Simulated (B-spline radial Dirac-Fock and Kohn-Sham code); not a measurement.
## Compton profile of Tc²³⁺

System: the Tc²³⁺ ion, configuration [Ar] 3d2.

Level of theory: the impulse approximation on Dirac-Fock orbitals of the configuration average with a finite nucleus; a radial atomic solver. pz is in atomic units of momentum; subshell profiles are per electron, for a selection of subshells; open shells are spread over both j values by their weights.

```csv
pz,J total,J 1s1/2,J 3p3/2,J 3d5/2
1.8,1.242,0.0192,0.0888,0.0606
2,1.218,0.0192,0.0876,0.0605
2.5,1.146,0.0191,0.0835,0.0603
3,1.064,0.0190,0.0774,0.0596
4,0.8867,0.0188,0.0606,0.0569
5,0.7157,0.0185,0.0417,0.0515
7,0.4628,0.0179,0.0146,0.0356
10,0.2764,0.0165,0.00392,0.0151
15,0.1393,0.0137,0.00323,0.00273
20,0.07286,0.0108,0.00173,0.000518
30,0.02419,0.00604,0.000317,2.98e-05
40,0.009939,0.00316,6.42e-05,3.00e-06
60,0.002306,0.000880,4.79e-06,< 1e-6
100,0.0002563,0.000107,< 1e-6,< 1e-6
```

Question: What is the peak value J(0), and which subshell contributes most to it?

Answer: J(0) = 1.353. The 3p3/2 subshell gives the largest part, 27 %.

Mean momentum ⟨p⟩ by subshell (a.u.): 1s1/2 38.4, 2s1/2 13.6, 2p1/2 18.1, 2p3/2 17.5, 3s1/2 7.07, 3p1/2 8.38, 3p3/2 8.21, 3d3/2 9.79, 3d5/2 9.73.

Values without a named source are computed, but for edge energies of neutral atoms, which are taken from tables.
